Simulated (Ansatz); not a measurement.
The cluster GaCu4, 5 atoms. Hardware: 4 threads of Intel Xeon 6975P-C on a shared host.

Correlated methods freeze 45 core orbitals; core or outer-core shells of Ga are correlated, in sets that lack core-valence functions.

Problem. How many basis functions does each of these Ansatz runs have, and roughly what does it cost? PBE-D4/def2-TZVPD, charge -1 triplet at the geometry of the charge 0 doublet, energy, from earlier orbitals; PBE0-D4/def2-TZVPD, charge 0 doublet, energy, from earlier orbitals; PBE-D4/def2-TZVP, charge 1 singlet at the geometry of the charge 0 doublet, energy, from earlier orbitals; r2SCAN-D4/def2-TZVPD, charge -1 triplet at the geometry of the charge 0 doublet, energy, from earlier orbitals; PBE-D4/def2-TZVPD, charge -1 singlet at the geometry of the charge 0 doublet, energy, from earlier orbitals; B3LYP-D4/def2-SVP, charge 0 doublet, frequencies; PBE-D4/def2-TZVP, charge 0 quartet, energy, from earlier orbitals; PBE-D4/def2-SVP, charge 0 doublet, energy with a search over starts; B97M-V/def2-TZVP, charge 0 quartet, energy, from earlier orbitals; PBE-D4/def2-SVP, charge 0 quartet, energy with a search over starts; RPA@PBE/def2-TZVP, charge 0 doublet, energy, from earlier orbitals; HF/STO-3G, charge 0 quartet, energy.

Solution. Other jobs shared the machine, so times can vary by a factor of up to 3. A dash marks memory too small to be measured apart from the calling script's.

```csv
run,functions,fitting or Cholesky vectors,wall time,peak host memory (GiB)
"PBE-D4/def2-TZVP, charge 1 singlet at the geometry of the charge 0 doublet, energy, from earlier orbitals",228,2180,2.7 s,–
"PBE-D4/def2-TZVPD, charge -1 singlet at the geometry of the charge 0 doublet, energy, from earlier orbitals",246,2252,3 s,0.6
"PBE-D4/def2-TZVP, charge 0 quartet, energy, from earlier orbitals",228,2180,5 s,0.6
"PBE-D4/def2-TZVPD, charge -1 triplet at the geometry of the charge 0 doublet, energy, from earlier orbitals",246,2252,7 s,0.67
"PBE-D4/def2-SVP, charge 0 doublet, energy with a search over starts",156,1891,7.5 s,–
"HF/STO-3G, charge 0 quartet, energy",90,786,12 s,0.77
"PBE0-D4/def2-TZVPD, charge 0 doublet, energy, from earlier orbitals",246,2251,13 s,1.5
"RPA@PBE/def2-TZVP, charge 0 doublet, energy, from earlier orbitals",228,2211,14 s,0.96
"r2SCAN-D4/def2-TZVPD, charge -1 triplet at the geometry of the charge 0 doublet, energy, from earlier orbitals",246,2252,15 s,0.81
"B97M-V/def2-TZVP, charge 0 quartet, energy, from earlier orbitals",228,2180,22 s,0.95
"PBE-D4/def2-SVP, charge 0 quartet, energy with a search over starts",156,1891,35 s,0.64
"B3LYP-D4/def2-SVP, charge 0 doublet, frequencies",156,1847,2.2 min,1.2
```
